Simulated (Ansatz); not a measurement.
Calculated with Ansatz (gas phase, PBE0-D4/def2-TZVP geometries, no zero-point term in ΔE). CCSD(T)/CBS is the MP2 limit (def2-TZVPP, def2-QZVPP) plus CCSD(T) − MP2 in def2-TZVPP, frozen cores. DFT in def2-TZVPP. B3LYP here is the variant with VWN-RPA as its local correlation; programs differ in this. One conformer a species, not always the lowest.

Consider the redistribution: `N[SiH]([SiH3])BF` + `BOC(C)F` → `CC(F)BF` + `BO[SiH](N)[SiH3]`.

```csv
level,ΔE (kJ/mol)
B3LYP-D4,-162.6
HF/def2-QZVPP,-174.3
```

Task: What does CCSD(T)/CBS give? (Best estimate.)

Result: Ansatz gave: -165.9 kJ/mol. The listed levels differ from it by 3.3, -8.4 kJ/mol.

Largest T1 diagnostic among the species: 0.014.

The D4 term adds −3.2 kJ/mol with B3LYP and −1.6 kJ/mol with PBE0; it sums over pairs of atoms, weighted by their polarisabilities, and B3LYP, whose exchange is more repulsive, gets the larger term. From PBE to PBE0 (25 % exact exchange), in def2-TZVPP and without D4, ΔE moves by −8.4 kJ/mol.
